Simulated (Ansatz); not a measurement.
Job for Ansatz (a program for electronic structure): R-r2SCAN/def2-TZVPPD on CH5FO (a complex), monomers drawn apart or pushed together. Files ending in .json are basis or fitting sets from the Basis Set Exchange.

Ansatz 0.2 input:
```yaml
crystal:
  periodic: [false, false, false]
  atoms:
    - {symbol: O, position_ang: [0.00035071, 0.48345160, -0.13920918]}
    - {symbol: H, position_ang: [0.20934145, -0.13535940, 0.57280373]}
    - {symbol: H, position_ang: [-0.43860270, -0.04081437, -0.81579487]}
    - {symbol: C, position_ang: [-0.21824375, 0.54627925, 3.43371933]}
    - {symbol: F, position_ang: [0.23998764, -0.62827803, 2.81874524]}
    - {symbol: H, position_ang: [-0.52399768, 1.24061333, 2.65282663]}
    - {symbol: H, position_ang: [-1.06010654, 0.28654757, 4.07453896]}
    - {symbol: H, position_ang: [0.59835261, 0.96124243, 4.02325000]}
basis:
  gaussian:
    orbitals: def2-TZVPPD.json
hamiltonian:
  xc: {name: r2SCAN}
scf: {lower_state_search: off}
```

The log:

```
WARN ansatz: RAYON_NUM_THREADS=1 ignored (pool sized by the plan → 1); use --threads N
Functional definition: r2SCAN
these checks for a lower state are left out or cut short: stability, starts, cluster_reference, orbital_swaps, neighbouring_geometries, increment
integrals: 0.08 GiB planned
850 factors; their error is unknown
mean field: 0.72 GiB planned
mean field evaluation 1: about -5874.5659 eV, gradient 6.6e1 eV
mean field evaluation 2: about -5859.8857 eV, gradient 1.1e2 eV
mean field evaluation 4: about -5882.1015 eV, gradient 4.8e0 eV
mean field evaluation 8: about -5882.1525 eV, gradient 7.3e-2 eV
mean field evaluation 16: about -5882.1287 eV, gradient 2.7e-5 eV
mean field -5882.12867708 eV, -216.1642418325 hartree, gradient 7.9e-6 eV, S^2 0.000000; 0 other end points of the search recorded, 0 dependent functions left out
reference -5882.12869534 eV, -216.1642425039 hartree; 14, 14 occupied and 188, 188 virtual orbitals, 850 factors
Total energy: -5882.12869534 eV, -216.1642425039 hartree
Checks for a lower state left out: stability, starts, cluster_reference, orbital_swaps, neighbouring_geometries, increment
```

The run converged.

Cost: around 2.3 core-seconds (rough).
